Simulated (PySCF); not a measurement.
## From a computed spectrum to the compound

A species of 4 atoms with charge 2 has these harmonic modes (PBE, small Gaussian bases with core potentials, PySCF 2.14.0):

```tsv
cm⁻¹	km/mol	symmetry
324	12.6	a1
534	85.8	b2
543	332.5	b1
1633	90.0	a1
3579	278.1	a1
3628	279.3	b2
```

Which species is it, and in which structure?

[Sm(H2O)]2+ (singlet in the valence; each metal's 4f electrons, 6 of them, lie in its core potential, out of spins and levels):
```xyz
4

Sm    0.0000    0.0000   -0.2661
O     0.0000    0.0000    2.1755
H     0.7731    0.0000    2.7895
H    -0.7731    0.0000    2.7895
```
Ideal gas at 298.15 K and 1 bar: S = 281.3 J/(mol K), Cp = 50.0 J/(mol K), H − H(0 K) = 12.0 kJ/mol (rigid rotor, harmonic modes, spin degeneracy alone, that of the 4f electrons in the core included). An lcecp potential fixes the number of 4f electrons, so in runs with it no electron can move into or out of that shell.
 The answer isn't unique; the calculation gave this one.
